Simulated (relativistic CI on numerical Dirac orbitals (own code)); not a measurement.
**V²⁺: what numerical and physical settings do to a radial Dirac CI calculation**

Reference input:

```
atom V  Z=23  charge=2  electrons=21
nucleus A=51  rms_radius_fm=3.6002
hamiltonian dirac-coulomb  breit=on  qed=on  c_scale=1
orbitals kli  potential=per-configuration
slater_scale 1
correlation none
mixing on
grid step=0.0125 r_max=34.3
scf mixing=0.4 start=green max_iterations=150 tolerance=2e-08 node_fill=0.05
configurations
  [Ar] 3d3
end
```

Computed lowest total energy -947.03810 Ha, first excitation 131.6 cm⁻¹, 11 SCF steps. Runs with settings changed; * marks those that are bad on purpose (the QED terms keep the true α when c is scaled):

```tsv
Changed	Outcome	Lowest level	ΔE (Ha)	First excitation (cm⁻¹)	SCF steps	Message
Breit term off, QED terms off, speed of light × 10	converged	3d3 4F_3/2	4.82	1.6	11	
speed of light × 0.8	converged	3d3 4F_3/2	-2.9	204.6	11	
speed of light × 10	converged	3d3 4F_3/2	4.99	1.4	11	
charge 4 *	refused				0	configuration [Ar] 3d3 has 21 electrons, the ion has 19
configuration list: overfill *	refused				0	configuration [Ne] 3s2 3d11: a shell holds more than 4l+2 electrons
```

With so few configurations and no correlation, terms lie too far apart (by 10 to 50 % near neutrality), their order can be wrong, and levels of other configurations are missing.
